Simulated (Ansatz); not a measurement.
Frontier orbitals of `CO[SiH2]Cl`.

Charge 0, multiplicity 1. The geometry is a stationary point of PBE0-D4/def2-TZVP. It is one conformer, not always the lowest. Basis def2-TZVPP, the Gaussian-basis code of Ansatz.

```json
{"functional": "PBE", "HOMO (eV)": "-7.14", "LUMO (eV)": "-0.40", "gap (eV)": "6.74"}
{"functional": "BLYP", "HOMO (eV)": "-7.04", "LUMO (eV)": "-0.25", "gap (eV)": "6.79"}
{"functional": "PBE0", "HOMO (eV)": "-8.66", "LUMO (eV)": "0.49", "gap (eV)": "9.15"}
{"functional": "LC-ωPBE", "HOMO (eV)": "-11.45", "LUMO (eV)": "2.69", "gap (eV)": "14.14"}
{"functional": "ωB97M-V", "HOMO (eV)": "-10.98", "LUMO (eV)": "2.22", "gap (eV)": "13.20"}
```

A quarter of exact exchange (PBE0) shifts PBE's HOMO by −1.52 eV and its LUMO by +0.89 eV; full exchange at long range (ωB97M-V) shifts them by −3.85 and +2.62 eV. The gap opens from 6.74 to 13.20 eV, since occupied levels lose self-interaction and empty ones feel all the electrons. A positive LUMO is unbound and depends on the basis.

LC-ωPBE has ω = 0.4 bohr⁻¹.
